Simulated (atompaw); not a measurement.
**Varying the PAW (atompaw) potential for hydrogen (H)**

Base potential:

```
Element                 : hydrogen (H)
Generator               : atompaw 4.2.0.5
Type                    : PAW
Functional              : PBE
Relativity              : scalar-relativistic
Frozen core             : none
Valence charge          : 1
Reference configuration : 1s1
Partial waves           : 1s (bound): rc 1.20 bohr; 1s channel at 0.65 Ry: rc 1.20 bohr; 2p channel at 0.35 Ry: rc 1.00 bohr; 2p channel at 1.7 Ry: rc 1.00 bohr
Local potential         : troulliermartins scheme with l = 2 at 0 Ry, radius 1.10 bohr
Core correction         : none
Augmentation charge     : besselshape compensation charge, radius 0.90 bohr; PAW radius 1.20 bohr; waves and projectors: custom rrkj vanderbiltortho
```

Cutoffs, loose and tight: the cutoffs (Ry, on a coarse ladder) from which the occupation-weighted sum of valence levels, in a spherical-Bessel basis at the reference potential, stays within 10 and 1 mRy of its value at 400 Ry. They see the waves, projectors and local potential, not the compensation charge or the core. A dash means not determined.

| change | outcome | cutoff, loose | cutoff, tight | bound ghosts |
| --- | --- | --- | --- | --- |
| base | generated | 15 Ry | 25 Ry | none |
| all radii scaled by about 0.75 (s 0.90, p 0.76 bohr); local potential troulliermartins scheme with l = 2 at 0 Ry, radius 0.84 bohr; augmentation besselshape compensation charge, radius 0.68 bohr; PAW radius 0.90 bohr; waves and projectors: custom rrkj vanderbiltortho | generated | 21 Ry | 40 Ry | none |
| all radii scaled by about 0.85 (s 1.02, p 0.86 bohr); local potential troulliermartins scheme with l = 2 at 0 Ry, radius 0.94 bohr; augmentation besselshape compensation charge, radius 0.76 bohr; PAW radius 1.02 bohr; waves and projectors: custom rrkj vanderbiltortho | generated | 18 Ry | 35 Ry | none |
| all radii scaled by about 0.94 (s 1.12, p 0.94 bohr); local potential troulliermartins scheme with l = 2 at 0 Ry, radius 1.02 bohr; augmentation besselshape compensation charge, radius 0.84 bohr; PAW radius 1.12 bohr; waves and projectors: custom rrkj vanderbiltortho | generated | 18 Ry | 30 Ry | none |
| all radii scaled by about 1.10 (s 1.32, p 1.10 bohr); local potential troulliermartins scheme with l = 2 at 0 Ry, radius 1.22 bohr; augmentation besselshape compensation charge, radius 1.00 bohr; PAW radius 1.32 bohr; waves and projectors: custom rrkj vanderbiltortho | generated | 12 Ry | 21 Ry | none |
| all radii scaled by about 1.16 (s 1.40, p 1.16 bohr); local potential troulliermartins scheme with l = 2 at 0 Ry, radius 1.28 bohr; augmentation besselshape compensation charge, radius 1.06 bohr; PAW radius 1.40 bohr; waves and projectors: custom rrkj vanderbiltortho | generated | 12 Ry | 18 Ry | none |
| all radii scaled by about 1.28 (s 1.54, p 1.28 bohr); local potential troulliermartins scheme with l = 2 at 0 Ry, radius 1.42 bohr; augmentation besselshape compensation charge, radius 1.16 bohr; PAW radius 1.54 bohr; waves and projectors: custom rrkj vanderbiltortho | generated | 12 Ry | 18 Ry | none |

Reading the sweep of the scale of all radii (base = 1) (base included, trends over the rows without a ghost): The loose cutoff falls from 21 Ry at 0.75 to 12 Ry at 1.28. A larger radius leaves more room for a smooth pseudo-wave, so fewer plane waves are needed; a smaller one forces it to follow the all-electron wave where it bends sharply.
